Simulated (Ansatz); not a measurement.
Molecule (SMILES): F[SiH] (F-SiH) (closed-shell singlet).
Atoms: Si1, H2, F3. Bonds: Si1-H2, Si1-F3.

Basis-set convergence of the harmonic zero-point energy at B3LYP with Ansatz (an electronic-structure program). Each level at its own minimum, finite differences of forces, unscaled; the reference is a large set that could be run, not a limit. Cartesian d functions, on some or all atoms, in 6-31G*, 6-31+G*, 6-311G**, 6-311+G**; all else is spherical. The program fits the integrals of some runs and decomposes those of others, by size. No added dispersion term, no relativity. Reference: the value in pcseg-3, 5.22 kcal/mol. Deviations are taken from unrounded values.

| basis | functions | harmonic zero-point energy (kcal/mol) |
|---|---|---|
| 6-31G* | 36 | 5.30 |
| 6-31+G* | 44 | 5.23 |
| def2-SVP | 37 | 5.27 |
| def2-SVPD | 55 | 5.19 |
| pcseg-1 | 37 | 5.23 |
| aug-pcseg-1 | 59 | 5.16 |
| cc-pV(D+d)Z | 42 | 5.19 |
| aug-cc-pV(D+d)Z | 64 | 5.12 |
| 6-311G** | 51 | 5.22 |
| 6-311+G** | 59 | 5.20 |
| def2-TZVP | 74 | 5.23 |
| def2-TZVPD | 92 | 5.22 |
| pcseg-2 | 78 | 5.23 |
| aug-pcseg-2 | 119 | 5.22 |
| cc-pV(T+d)Z | 83 | 5.22 |
| aug-cc-pV(T+d)Z | 124 | 5.20 |
| def2-TZVPP | 87 | 5.22 |
| def2-TZVPPD | 105 | 5.22 |

What the diffuse functions change, pair by pair:
- 6-31G* to 6-31+G*: 8 more functions, deviation 0.08 to 0.01 kcal/mol
- def2-SVP to def2-SVPD: 18 more functions, deviation 0.05 to -0.03 kcal/mol
- pcseg-1 to aug-pcseg-1: 22 more functions, deviation 0.01 to -0.06 kcal/mol
- cc-pV(D+d)Z to aug-cc-pV(D+d)Z: 22 more functions, deviation -0.03 to -0.10 kcal/mol
- 6-311G** to 6-311+G**: 8 more functions, deviation 0.01 to -0.02 kcal/mol
- def2-TZVP to def2-TZVPD: 18 more functions, deviation 0.01 to 0.00 kcal/mol
- pcseg-2 to aug-pcseg-2: 41 more functions, deviation 0.01 to 0.00 kcal/mol
- cc-pV(T+d)Z to aug-cc-pV(T+d)Z: 41 more functions, deviation 0.00 to -0.02 kcal/mol
- def2-TZVPP to def2-TZVPPD: 18 more functions, deviation 0.01 to 0.00 kcal/mol

They bring the value nearer the reference by more than 0.01 kcal/mol in 2 of 9 pairs.
